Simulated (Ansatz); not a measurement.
Program: Ansatz.

input.yaml

```yaml
crystal:
  periodic: [false, false, false]
  atoms:
    - { symbol: F, position_ang: [-1.337412, 1.137725, -1.608482] }
    - { symbol: Si, position_ang: [-0.475385, 0.080727, -0.647506] }
    - { symbol: Si, position_ang: [1.754587, 0.474466, -0.843419] }
    - { symbol: C, position_ang: [-1.084392, 0.116724, 1.190331] }
    - { symbol: Al, position_ang: [-1.399119, -1.609229, 0.448279] }
    - { symbol: H, position_ang: [2.130805, 1.825537, -0.4876] }
    - { symbol: H, position_ang: [2.25252, 0.237058, -2.180852] }
    - { symbol: H, position_ang: [2.490421, -0.410526, 0.033188] }
    - { symbol: H, position_ang: [-0.334524, 0.296662, 1.969698] }
    - { symbol: H, position_ang: [-1.953151, 0.75713, 1.391421] }
    - { symbol: H, position_ang: [-1.978948, -2.963074, 0.75554] }
magnetization:
  spin_polarized: true
  initial_magnetization: 1
basis:
  gaussian: { orbitals: STO-3G }
hamiltonian:
  xc: b3lyp
  dispersion: d4
md:
  timestep: 1.0
  n_steps: 25
  ensemble: nvt_nose_hoover
  temperature: 300.0
  initial_velocities: maxwell_boltzmann
  seed: 832516
  nose_hoover: { tau: 1.0, chain_length: 1 }
scf:
  lower_state_search: "off"
```

Launched with:

```bash
$ ansatz run input.yaml --threads 1 --pin off --max-ram 2048MiB --backend cpu --events-out ev --progress --plain --runs-dir out
```

**Question.** Does this input run?

**Answer.** The program refused the input.

```
Error: a molecule whose nuclei and cores have a total charge of 62 cannot have a net charge of 0 together with 1 unpaired electrons
```
